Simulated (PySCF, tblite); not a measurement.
Isomers of C4H9O2PSi, one GFN2-xTB conformer each. Single-point energies are computed at PBE0/pcSseg-1 (PySCF, gas phase, no added dispersion term), electronic only.

Question: Rank them by PBE0/pcSseg-1 energy, lowest first (kJ/mol).
A. `[CH2:1]=[C:2]([O:3][SiH2:4][PH2:5])[C:6]([CH3:7])=[O:8]` with C1–C2–O3–Si4 175°, C2–O3–Si4–P5 -60°, O3–Si4–P5–H 127° and -140°, C1–C2–C6–C7 -4°
B. `[CH2:1]=[CH:2][CH2:3][C:4](=[O:5])[O:6][SiH2:7][PH2:8]` with C1–C2–C3–C4 117°, C2–C3–C4–O5 -116°, C3–C4–O6–Si7 -179°, C4–O6–Si7–P8 -10°, O6–Si7–P8–H 81° and 174°

Answer: B (0.0), A (24.2).

As drawn, the lower has a C(=O)–O unit, which the higher lacks. GFN2-xTB itself gives, in the same order: 0.0, 23.8. Both levels put the same isomer lowest.

Question: Which frontier levels, dipoles and rotational constants go with these structures?

Answer: 
```json
{"SMILES": "C=CCC(=O)O[SiH2]P", "HOMO (eV, PBE0/pcSseg-1)": "-7.24", "LUMO (eV)": "-0.28", "dipole (D)": "2.09", "A, B, C (MHz)": "3239, 712.4, 639.7"}
{"SMILES": "C=C(O[SiH2]P)C(C)=O", "HOMO (eV, PBE0/pcSseg-1)": "-7.08", "LUMO (eV)": "-2.12", "dipole (D)": "3.15", "A, B, C (MHz)": "2222, 1054, 839.3"}
```

Question: What happens when harmonic zero-point energies from GFN2-xTB frequencies are added?

Answer: 
```json
{"SMILES": "C=CCC(=O)O[SiH2]P", "ZPE (kJ/mol)": "308.2", "electronic (kJ/mol)": "0.0", "with ZPE (kJ/mol)": "0.0"}
{"SMILES": "C=C(O[SiH2]P)C(C)=O", "ZPE (kJ/mol)": "307.8", "electronic (kJ/mol)": "24.2", "with ZPE (kJ/mol)": "23.8"}
```

The zero-point energies span 0.4 kJ/mol. The order is unchanged.
